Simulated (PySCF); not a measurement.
C$_{2}$H$_{8}$FNSi, singlet, at a GFN2-xTB geometry. Base run: B3LYP/6-31G in PySCF.

The PySCF input:
```python
from pyscf import gto, scf, dft, solvent

mol = gto.M(
    atom='''
Si    0.87250799    0.55672163   -0.31463947
F     1.85271194   -0.21008956    0.70457314
N    -0.69157636   -0.04003368    0.04106108
C    -1.87402284    0.60872150   -0.46717876
C    -0.93131315   -1.41667507    0.40680313
H     1.44445145    0.24174147   -1.62348889
H     0.89973513    1.96960388    0.02550130
H    -1.66219126    1.65495020   -0.67118340
H    -2.67708823    0.54879819    0.27275110
H    -2.22820230    0.13825554   -1.39256925
H    -1.71910399   -1.46340590    1.16400198
H    -0.02468201   -1.85000733    0.81872927
H    -1.24938766   -2.01527583   -0.45512146
''',
    basis='6-31g',
    verbose=4,
)

mf = dft.RKS(mol)
mf.xc = 'b3lyp'
mf.kernel()
```

The base run was repeated with changes; each row names its change, and settings that it needs were set with it.

```tsv
change	ΔE vs base (kcal/mol)	dipole (D)	HOMO-LUMO gap (eV)
base	0.000	2.58	6.54
model = SS(V)PE; solvent = dimethylsulfoxide	-3.52	3.10	6.50
model = IEF-PCM; solvent = dimethylsulfoxide; vdw_scale = 1.1	?	?	?
model = IEF-PCM; solvent = dimethylsulfoxide; lebedev_order = 11	-3.49	3.10	6.50
model = C-PCM; solvent = dimethylsulfoxide	-3.62	3.12	6.51
model = IEF-PCM; solvent = tetrahydrofuran	?	?	6.50
model = IEF-PCM; solvent = dimethylsulfoxide; r_probe = 0.5	-1.55	2.91	6.50
model = IEF-PCM; solvent = dimethylsulfoxide; vdw_scale = 1.0	-7.41	3.31	6.58
model = IEF-PCM; solvent = methanol	-3.52	3.11	6.50
model = IEF-PCM; solvent = 2-propanol	?	?	6.50
model = COSMO; solvent = dimethylsulfoxide	-3.58	3.11	6.51
model = IEF-PCM; solvent = acetonitrile	-3.54	3.11	6.50
```

Q: Complete the blanks.

A: 
- model = IEF-PCM; solvent = dimethylsulfoxide; vdw_scale = 1.1, ΔE vs base (kcal/mol): -5.03
- model = IEF-PCM; solvent = dimethylsulfoxide; vdw_scale = 1.1, dipole (D): 3.21
- model = IEF-PCM; solvent = dimethylsulfoxide; vdw_scale = 1.1, HOMO-LUMO gap (eV): 6.53
- model = IEF-PCM; solvent = tetrahydrofuran, ΔE vs base (kcal/mol): -2.95
- model = IEF-PCM; solvent = tetrahydrofuran, dipole (D): 3.02
- model = IEF-PCM; solvent = 2-propanol, ΔE vs base (kcal/mol): -3.40
- model = IEF-PCM; solvent = 2-propanol, dipole (D): 3.09

The base is the gas phase, so ΔE is the electrostatic part of solvation at a fixed geometry, without cavity and dispersion terms.
